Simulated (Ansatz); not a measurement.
C3H7Si, SMILES [SiH]1CCC1, multiplicity 2.

The structure is a stationary point at PBE0-D3(BJ)/def2-SVP. The isomer is the one that the SMILES or the coordinates give; other isomers of the formula were not compared.

Two levels are set side by side: PBE/def2-SVPD (Ansatz, a quantum-chemistry and plane-wave program) and CAM-B3LYP/def2-SVPD (Ansatz). Energy differences of separate SCF runs at the same geometry; the states with an electron removed or added have multiplicity 1 and 1. Differences are taken from unrounded values.

| quantity | CAM-B3LYP | PBE | PBE minus CAM-B3LYP |
|---|---|---|---|
| vertical ionisation energy (eV) | 7.81 | 7.59 | -0.22 |
| vertical electron affinity (eV) | 0.55 | 0.50 | -0.05 |
